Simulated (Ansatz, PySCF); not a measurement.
C4H8BrClSi, singlet, at a GFN2-xTB geometry. Base run: CASSCF(4,3)/STO-3G run with PySCF.

The PySCF input:
```python
from pyscf import gto, scf, mcscf
import numpy

mol = gto.Mole()
mol.atom = '''
    C    -2.73365673   -1.33903097   -0.95877729
    C    -2.08224548   -0.66734710   -0.02282283
    Si   -0.41071239    0.16275126   -0.25537495
    Cl   -0.56654853    2.14890041    0.14103372
    Br    0.95071648   -0.74912745    1.26704292
    C     0.39188463   -0.13343914   -1.95437815
    C     1.77230351    0.50602673   -2.08996850
    H    -2.33723554   -1.46416884   -1.95336258
    H    -3.69273018   -1.79624251   -0.77406628
    H    -2.53088100   -0.57993428    0.95982161
    H    -0.26267569    0.26142953   -2.73325556
    H     0.47940033   -1.20678213   -2.13306041
    H     2.46120784    0.10165947   -1.35086041
    H     2.18485173    0.31287331   -3.07809807
    H     1.71456880    1.58354468   -1.95026381
'''
mol.basis = 'sto-3g'
mol.verbose = 4
mol.build()

mf = scf.RHF(mol)
mf.kernel()
mc = mcscf.CASSCF(mf, 3, 4)
mc.fix_spin_(ss=0.0)
mc.kernel()
occ = numpy.linalg.eigvalsh(mc.fcisolver.make_rdm1(mc.ci, mc.ncas, mc.nelecas))[::-1]
ss = mc.fcisolver.spin_square(mc.ci, mc.ncas, mc.nelecas)[0]
print('natural occupations', occ.round(4), ' <S^2>', round(ss, 4))
```

Programs used: Ansatz (a quantum-chemistry and plane-wave program), PySCF; a row that names a program was run with it.

Each row names what was changed in the base input (with any setting that the change needs).

```
change                                                ΔE vs base (mEh)  natural occupations  <S^2> of the state        outcome
----------------------------------------------------  ----------------  -------------------  ------------------  -------------
base                                                             0.000       2.00 1.88 0.12                0.00      converged
active space = 6 electrons, 5 orbitals                               -                    -                   -  not converged
correction = SC-NEVPT2                                          -238.0       2.00 1.88 0.12                0.00      converged
solver = newton                                                  0.000       2.00 1.88 0.12                0.00      converged
start = MP2 natural orbitals                                    -1.003       2.00 1.88 0.12                0.00      converged
state_average = 2 states                                        34.385                    -                   -      converged
code = ansatz                                                   -0.981                    -                   -      converged
code = ansatz; correction = SC-NEVPT2, all electrons            -237.6                    -                   -      converged
active space = 2 electrons, 4 orbitals                          -0.605  1.88 0.11 0.00 0.00                0.00      converged
conv_tol = 1e-5                                                  0.000       2.00 1.88 0.12                0.00      converged
fix_spin_ = off                                                  0.000       2.00 1.88 0.12                0.00      converged
```

Active orbitals are taken around the Fermi level unless the row says otherwise; CASSCF can end in different local minima, and two programs can end on different orbitals. State-averaged rows give the lowest state.
